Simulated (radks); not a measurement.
Isoelectronic series with 11 electrons, all held in the configuration [Ne] 3s1, which need not be the ground one along the series. All-electron calculation, scalar-relativistic Kohn-Sham, PBEsol, spin-polarised, spherical densities, point nucleus; open shells are filled with parallel spins first (spin-orbit coupling, left out, can overturn this in heavy ions). Program: a radial shooting solver on a logarithmic mesh with Libxc functionals. Total energies (hartree) and mean radii <r> (bohr) (* marks an orbital that is empty in some or all of the ions):

ion,E (hartree),3s down*,3s up,2p down,2p up
K8+,-579.39382,1.050,1.056,0.3450,0.3455
Co16+,-1266.22592,0.6370,0.6389,0.2207,0.2209
Br24+,-2228.96634,0.4569,0.4578,0.1620,0.1621
Sb40+,-5024.30481,0.2886,0.2889,0.1048,0.1049
Pr48+,-6887.4655,0.2418,0.2421,0.08866,0.08869
Ho56+,-9089.5660,0.2069,0.2070,0.07654,0.07657

Estimate the row of Tc32+.

Answer. E (hartree) -3477.27318; 3s down* 0.3548; 3s up 0.3553; 2p down 0.1275; 2p up 0.1276.
